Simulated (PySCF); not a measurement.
Se (selenium, neutral) across methods

[Ar] 3d10 4s2 4p3 5s1, high-spin 5S determinant (an excited configuration). Computed with PySCF 2.14 in aug-cc-pwCVDZ-PP with ECP10MDF (6s5p4d1f, 48 functions), with a scalar-relativistic core potential. The B2PLYP total includes its PT2 part (frozen core); its orbital energies are those of the SCF part.

| method | E (hartree) | mean ε 4s β (eV) | mean ε 4p α (eV) | mean ε 5s α (eV) | Σ⟨r²⟩ (bohr²) | ⟨S²⟩ |
| --- | --- | --- | --- | --- | --- | --- |
| PBE0 | -372.8600 | -20.405 | -12.136 | -2.174 | 57.19 | 6.000 |
| r2SCAN | -372.7637 | -19.445 | -11.294 | -1.745 | 57.18 | 6.000 |
| PBEsol | -372.5289 | -19.268 | -10.706 | -1.770 | 57.13 | 6.000 |
| B97-3 | -372.9190 | -20.439 | -12.087 | -2.080 | 57.32 | 6.000 |
| BLYP | -372.8543 | -19.482 | -10.343 | -1.517 | 57.12 | 6.000 |
| PBE | -372.8910 | -19.236 | -10.698 | -1.724 | 57.14 | 6.000 |
| B2PLYP | -372.4940 | -21.496 | -13.284 | -2.428 | 57.35 | 6.000 |
| LDA | -372.3397 | -19.740 | -10.750 | -1.870 | 56.95 | 6.000 |

Problem. Estimate the same row for UHF.

Solution. E (hartree) = -371.64908; mean ε 4s β (eV) = -22.464; mean ε 4p α (eV) = -15.721; mean ε 5s α (eV) = -3.184; Σ⟨r²⟩ (bohr²) = 57.78; ⟨S²⟩ = 6.001.

Energies and moments cover only the electrons outside the core potential. The outer electron is Rydberg-like, and this basis confines it to a smaller radius and binds it less than a complete one would.
